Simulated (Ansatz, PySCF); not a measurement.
Spin states of O2Ti (SMILES [O]=[Ti]=[O]), each relaxed with B3LYP-D3(BJ)/def2-TZVP.
State 1 (charge 0, multiplicity 1):
```xyz
3

Ti     0.35700    -0.29620     0.35322
O      0.83623     0.33700    -1.08266
O     -1.22639     0.00658     0.65911
```
State 2 (charge 0, multiplicity 3):
```tsv
atom	x (Å)	y (Å)	z (Å)
Ti	0.4594	-0.3341	0.3674
O	0.8033	0.3401	-1.0704
O	-1.2959	0.0414	0.6327
```

Singlets are restricted, other states unrestricted; no spin–orbit coupling, no relativity up to Kr; see below for the cores. The largest T1 diagnostic is 0.098.

Codes used: Ansatz (Gaussian basis) for Hartree–Fock, density functionals and correlated methods; PySCF for the dispersion terms. Values without a source in brackets are computed.

Question: Give the energy of the multiplicity-3 state less that of the multiplicity-1 state at the level r2SCAN-D3(BJ)/def2-TZVPP.

Answer: 48.4 kcal/mol

Question: What energy of the multiplicity-3 state less that of the multiplicity-1 state does PBE0-D3(BJ)/def2-TZVPP give?

Answer: 46.7 kcal/mol

Question: Estimate the energy of the multiplicity-3 state less that of the multiplicity-1 state that wB97M-V/def2-TZVPP returns for this input.

Answer: 48.7 kcal/mol

Ansatz is an electronic-structure program.
